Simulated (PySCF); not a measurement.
**Bond length, frequency and bond energy of SrBe⁺ by level of theory**

State: ²Σ⁺ (doublet), unpaired electrons σ ↑. Set-up: Sr def2-SVP with ECP28, Be def2-SVP; scalar-relativistic core potentials (PySCF 2.14). De refers to Sr⁺ + Be in their ground configurations, without counterpoise correction. The functionals are run spin-unrestricted. A positive dipole points towards Be; it is taken about the centre of mass and depends on that origin.

| Level | Re (Å) | ωe (cm⁻¹) | De (eV) | μ (D) |
| --- | --- | --- | --- | --- |
| ROHF | 3.631 | 136 | 0.213 | 2.47 |
| ROHF-MP2 | 3.516 | 150 | 0.272 | n/a |
| ROHF-SCS-MP2 | 3.543 | 145 | 0.250 | n/a |
| ROHF-CCSD | 3.531 | 139 | 0.203 | n/a |
| ROHF-CCSD(T) | 3.507 | 144 | 0.216 | n/a |
| LDA | 3.157 | 252 | 0.78 | 0.66 |
| PBE | 3.190 | 243 | 0.68 | 0.26 |
| BP86 | 3.209 | 235 | 0.63 | 0.53 |
| r²SCAN | 3.223 | 239 | 0.65 | 0.16 |
| PBE0 | 3.216 | 235 | 0.60 | 0.29 |
| r²SCAN0 | 3.244 | 230 | 0.60 | 0.27 |
| ωB97X | 3.266 | 219 | 0.50 | 0.67 |

The bond length runs from 3.157 Å (LDA) to 3.631 Å (ROHF). De spans 0.20 eV (ROHF-CCSD, coupled cluster) to 0.78 eV (LDA, local density). Correlation at CCSD(T) changes the Hartree–Fock bond energy by +0.01 eV; the triples alone change it by +0.02 eV.

Correlated steps freeze no core orbitals. Correlated levels converge slowly with the basis: in double zeta they bind strong bonds too weakly, by up to about 1 eV, and carry superposition errors of some tenths. Spin–orbit coupling is left out. For an ion De counts to the pair picked by the measured ionisation energies or electron affinities, which need not be the lowest pair at this level. The state is the lowest determinant that a PBE0 search found; another state may lie lower at other levels.

The whole job (state search and all levels along the bond) took about 0.96 min on 1 thread of Arm Neoverse V1 (shared host), peak memory 0.4 GiB.
